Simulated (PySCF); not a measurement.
**Correlation energy of Al²⁺ (aluminium, charge +2)**

[Ne] 3s1, 2S determinant. Computed with PySCF 2.14 in def2-QZVPPD, with no relativity, point nucleus. Frozen: 1s2; 9 electrons correlated.

| level | correlation energy (mhartree) |
| --- | --- |
| CCSD | -165.08 |
| (T) | -1.21 |
| CCSD(T) | -166.29 |

Diagnostics: T1 = 0.0040, D1 = 0.0104, largest double amplitude 0.010.

Problem. Is a single reference adequate?

Solution. Yes: T1 lies below 0.03 and no double amplitude reaches 0.07.

This basis was not built for core-valence correlation, so the inner-shell part is incomplete.
